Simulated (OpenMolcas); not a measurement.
An OpenMolcas run meant for Pr²⁺ (ANO-RCC-VDZP, DKH2; inactive shells 1s 2s 2p 3s 3p 3d 4s 4p 4d 5s 5p; intended active space 3 electrons in 7 orbitals (4f)). One step of its input:

```
&CASPT2
Multistate=30 1 2 3 4 5 6 7 8 9 10 11 12 13 14 15 16 17 18 19 20 21 22
23 24 25 26 27 28 29 30
Frozen=14 9
IPEA=-0.1
Imaginary=0.1
MaxIter=60
WThr=0.0 0.3 0.05
PrWF=0.5
NoMix
```

The run finished. Its levels beside those of a sound run (SS-CASPT2, IPEA 0.25 Eh, imaginary shift 0.1 Eh (closed shells correlated: 5s 5p)), in cm⁻¹ above each run's lowest level:

```csv
Level,This run,Usual run
4f³ ⁴I°_9/2,0.0,0.0
4f³ ⁴I°_11/2,1530,1499
4f³ ⁴I°_13/2,3158,3115
4f³ ⁴I°_15/2,4845,4807
4f³ ²H°_9/2,9298,10639
4f³ ⁴F°_3/2,10448,11313
4f³ ⁴F°_5/2,11276,12120
4f³ ⁴S°_3/2,11646,12747
4f³ ⁴F°_7/2,11902,12839
4f³ ²H°_11/2,11684,13033
4f³ ⁴F°_9/2,12608,13582
4f³ ²G°_7/2,13981,15426
4f³ ²G°_9/2 [70 %],16209,17591
4f³ ²K°_13/2,16901,17764
```

Q: Which setting is unsound, and how much does it matter here?

A: The IPEA shift is negative. Against the sound run the excited levels shown move by 860 cm-1 on average and by 1400 cm-1 at most.

Term energies are means over components that CASPT2 splits; among the terms shown or strongly mixed into the levels shown the widest spread is 1200 cm-1 (4f³ ⁴I°, this run). High states are left out of the spin-orbit mixing, which shifts the levels that they would mix with. Some levels mix across a computed gap that differs much from the measured one, so their mixing is not that of the real levels. Some terms miss by over 15 % even with CASPT2, which points to a basis or an active space too small for the shells correlated (holds for the sound run). The CASPT2 spread within a term exceeds the gap to the next term for 4f³ ⁴S° and 4f³ ⁴F°, so the order of their levels is uncertain, and so are names and mixing where such terms share a J (holds for this run). Levels of configurations outside the active space are missing.

A share in square brackets marks a mixed level and gives the weight of the term that names it, the lowest over the columns. ° marks odd parity.
